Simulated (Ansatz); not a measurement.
**AlOF2 (SMILES [O][Al]([F])[F]): methods side by side**

The species is AlOF2 (4 atoms), meant as a doublet with charge 0. SMILES: `[O][Al]([F])[F]`. Geometry: relaxed at PBE0-D4/def2-TZVP.

```xyz
4

O     0.6829   -0.9109    1.2600
Al   -0.0006    0.0043   -0.0324
F    -1.4772   -0.4016   -0.5925
F     0.8504    1.2479   -0.6553
```

Each level gives the energy change with the Al2–F4 bond stretched from 1.631 to 3.261 Å (eV). The values are calculated.

```json
{"level": "UHF/STO-3G", "kind": "Hartree–Fock", "program": "Ansatz", "value (eV)": "4.16", "CPU time (all runs)": "1.1 s"}
{"level": "UBLYP/STO-3G", "kind": "GGA", "program": "Ansatz", "value (eV)": "5.16", "CPU time (all runs)": "16 s"}
{"level": "U-r2SCAN0/STO-3G", "kind": "hybrid meta-GGA", "program": "Ansatz", "value (eV)": "5.40", "CPU time (all runs)": "84 s"}
{"level": "UBHLYP/STO-3G", "kind": "global hybrid", "program": "Ansatz", "value (eV)": "5.36", "CPU time (all runs)": "20 s"}
{"level": "UHSE06/STO-3G", "kind": "range-separated hybrid", "program": "Ansatz", "value (eV)": "5.44", "CPU time (all runs)": "18 s"}
{"level": "UB2PLYP/STO-3G", "kind": "double hybrid", "program": "Ansatz", "value (eV)": "5.24", "CPU time (all runs)": "21 s"}
{"level": "RPA@PBE/STO-3G", "kind": "RPA", "program": "Ansatz", "value (eV)": "3.85", "CPU time (all runs)": "31 s"}
{"level": "UMP2/STO-3G", "kind": "perturbation theory", "program": "Ansatz", "value (eV)": "4.66", "CPU time (all runs)": "1.2 s"}
{"level": "UCCSD(T)/STO-3G", "kind": "coupled cluster or CI", "program": "Ansatz", "value (eV)": "4.24", "CPU time (all runs)": "2.2 s"}
```

The first shape isn't each level's own minimum. The values span 3.85 to 5.44 eV. Spin contamination of the reference (⟨S²⟩ at least 0.1 too high) touches UHF/STO-3G, UBLYP/STO-3G, U-r2SCAN0/STO-3G, UBHLYP/STO-3G, UHSE06/STO-3G, UB2PLYP/STO-3G, RPA@PBE/STO-3G, UMP2/STO-3G, UCCSD(T)/STO-3G. The coupled-cluster rows rest on a doubtful reference here (large T1 or Brueckner and Hartree–Fock orbitals at odds), and rows may lie in different states. All rows use very small basis sets, so even the best lies far from the true value. CPU times are rough (shared hosts, several kinds of processor): they show what a rung costs within a factor of a few.
